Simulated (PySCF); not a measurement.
# How far are cheaper levels from CCSD(T)/CBS for GeF⁺?

PySCF; the state is a singlet (closed shell). The composite is CCSD(T) extrapolated to the basis-set limit from two correlation-consistent sets, with core-valence (CV) and scalar-relativistic (SR) terms as its label shows; it has no spin–orbit coupling and nothing beyond (T). Here it is CCSD(T)/CBS(DT)+CV. It gives Re = 1.665 Å, ωe = 813 cm⁻¹ and De = 5.78 eV to Ge⁺ + F.

```json
{"level": "RHF-MP2", "basis": "cc-pVDZ-PP/cc-pVDZ", "relativity": "scalar-relativistic core potentials", "Re (Å)": "1.708", "ωe (cm⁻¹)": "804", "De (eV)": "5.38"}
{"level": "RHF-CCSD", "basis": "jorge-DZP-DKH", "relativity": "spin-free X2C", "Re (Å)": "1.674", "ωe (cm⁻¹)": "804", "De (eV)": "4.93"}
{"level": "PBE", "basis": "cc-pVDZ-PP/cc-pVDZ", "relativity": "scalar-relativistic core potentials", "Re (Å)": "1.732", "ωe (cm⁻¹)": "752", "De (eV)": "5.97"}
{"level": "PBE", "basis": "def2-TZVPPD", "relativity": "no relativity", "Re (Å)": "1.701", "ωe (cm⁻¹)": "762", "De (eV)": "6.09"}
{"level": "PBEsol", "basis": "def2-TZVPPD", "relativity": "no relativity", "Re (Å)": "1.689", "ωe (cm⁻¹)": "781", "De (eV)": "6.44"}
{"level": "PW91", "basis": "def2-TZVPPD", "relativity": "no relativity", "Re (Å)": "1.699", "ωe (cm⁻¹)": "765", "De (eV)": "6.13"}
{"level": "r²SCAN", "basis": "def2-TZVPPD", "relativity": "no relativity", "Re (Å)": "1.678", "ωe (cm⁻¹)": "806", "De (eV)": "5.89"}
{"level": "PBE0", "basis": "cc-pVTZ-PP/cc-pVTZ", "relativity": "scalar-relativistic core potentials", "Re (Å)": "1.676", "ωe (cm⁻¹)": "807", "De (eV)": "5.66"}
{"level": "HSE06", "basis": "def2-TZVPPD", "relativity": "no relativity", "Re (Å)": "1.678", "ωe (cm⁻¹)": "806", "De (eV)": "5.68"}
{"level": "BHandHLYP", "basis": "cc-pVDZ-PP/cc-pVDZ", "relativity": "scalar-relativistic core potentials", "Re (Å)": "1.697", "ωe (cm⁻¹)": "814", "De (eV)": "4.90"}
```

Give the difference of each row from the composite.



| level | basis | ΔRe (pm) | Δωe (%) | ΔDe (eV) |
| --- | --- | --- | --- | --- |
| RHF-MP2 | cc-pVDZ-PP/cc-pVDZ | +4.3 | -1.1 | -0.40 |
| RHF-CCSD | jorge-DZP-DKH | +0.9 | -1.1 | -0.85 |
| PBE | cc-pVDZ-PP/cc-pVDZ | +6.7 | -7.5 | +0.19 |
| PBE | def2-TZVPPD | +3.6 | -6.3 | +0.31 |
| PBEsol | def2-TZVPPD | +2.4 | -3.9 | +0.66 |
| PW91 | def2-TZVPPD | +3.4 | -5.9 | +0.35 |
| r²SCAN | def2-TZVPPD | +1.3 | -0.9 | +0.11 |
| PBE0 | cc-pVTZ-PP/cc-pVTZ | +1.1 | -0.7 | -0.12 |
| HSE06 | def2-TZVPPD | +1.3 | -0.9 | -0.10 |
| BHandHLYP | cc-pVDZ-PP/cc-pVDZ | +3.2 | +0.1 | -0.88 |

Which rows come closest in De?

r²SCAN in def2-TZVPPD (+0.11 eV); HSE06 in def2-TZVPPD (-0.10 eV), counted from the composite.

Correlated steps freeze the inner cores (5 to 10 orbitals); shallow outer-core shells are correlated. Correlated levels converge slowly with the basis: in double zeta they bind strong bonds too weakly, by up to about 1 eV, and carry superposition errors of some tenths. For an ion De counts to the pair picked by the measured ionisation energies or electron affinities, which need not be the lowest pair at this level. Where the molecule has an RHF reference, its open-shell atoms are computed with UHF.
